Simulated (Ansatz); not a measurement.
Geometry optimisation, Ansatz 0.2.0, RKS B3LYP-D4/def2-SVP.

Input file:

```yaml
crystal:
  periodic: [false, false, false]
  atoms:
    - { symbol: Al, position_ang: [-0.795027, 0.036052, 1.350576] }
    - { symbol: "N", position_ang: [0.505069, 0.136102, -1.57175] }
    - { symbol: O, position_ang: [-1.867949, 0.700829, 0.345067] }
    - { symbol: H, position_ang: [-0.443707, 0.485937, -1.411814] }
    - { symbol: O, position_ang: [0.191874, -0.624775, 2.487735] }
    - { symbol: H, position_ang: [1.073924, 0.893537, -1.948628] }
    - { symbol: H, position_ang: [0.468201, -0.602029, -2.273555] }
    - { symbol: H, position_ang: [0.867715, -1.025752, 3.022369] }
basis:
  gaussian: { orbitals: def2-SVP }
hamiltonian:
  xc: b3lyp
  dispersion: d4
relax:
  f_tol: 0.03
  max_steps: 50
```

Launched with:

```bash
$ ansatz run input.yaml --threads 2 --pin off --max-ram 3072MiB --backend cpu --events-out ev --progress --plain --runs-dir out
```

Where does it end, and by what steps?

The run converged. After 15 steps the energy has fallen by 1.154 eV; O5 moved furthest, 1.07 Å. Joined: Al1–N2.

```json
{"step": "0", "energy less start (eV)": "0.0000", "largest force component (eV/Å)": "0.577", "accepted": "yes"}
{"step": "1", "energy less start (eV)": "-0.1941", "largest force component (eV/Å)": "0.800", "accepted": "yes"}
{"step": "2", "energy less start (eV)": "-0.4362", "largest force component (eV/Å)": "0.933", "accepted": "yes"}
{"step": "3", "energy less start (eV)": "-0.6942", "largest force component (eV/Å)": "0.771", "accepted": "yes"}
{"step": "4", "energy less start (eV)": "-0.6901", "largest force component (eV/Å)": "1.850", "accepted": "no"}
{"step": "5", "energy less start (eV)": "-0.8189", "largest force component (eV/Å)": "0.383", "accepted": "yes"}
{"step": "6", "energy less start (eV)": "-0.8659", "largest force component (eV/Å)": "0.165", "accepted": "yes"}
{"step": "7", "energy less start (eV)": "-0.9142", "largest force component (eV/Å)": "0.362", "accepted": "yes"}
{"step": "8", "energy less start (eV)": "-0.9364", "largest force component (eV/Å)": "0.607", "accepted": "yes"}
{"step": "9", "energy less start (eV)": "-0.9468", "largest force component (eV/Å)": "1.199", "accepted": "yes"}
{"step": "10", "energy less start (eV)": "-1.0978", "largest force component (eV/Å)": "0.651", "accepted": "yes"}
{"step": "11", "energy less start (eV)": "-1.1430", "largest force component (eV/Å)": "0.212", "accepted": "yes"}
{"step": "12", "energy less start (eV)": "-1.1488", "largest force component (eV/Å)": "0.262", "accepted": "yes"}
{"step": "13", "energy less start (eV)": "-1.1526", "largest force component (eV/Å)": "0.193", "accepted": "yes"}
{"step": "14", "energy less start (eV)": "-1.1532", "largest force component (eV/Å)": "0.074", "accepted": "yes"}
{"step": "15", "energy less start (eV)": "-1.1535", "largest force component (eV/Å)": "0.024", "accepted": "yes"}
```

```xyz
8
Properties=species:S:1:pos:R:3
Al -0.654 0.114 0.714
N 0.260 0.134 -1.102
O -2.145 0.736 0.686
H -0.384 0.548 -1.783
O 0.670 -0.613 1.531
H 1.124 0.684 -1.098
H 0.512 -0.805 -1.423
H 0.617 -0.798 2.474
```

Time of the run: 27 s on 2 threads of Arm Neoverse V1, with other jobs on the host, peak memory 0.15 GiB.
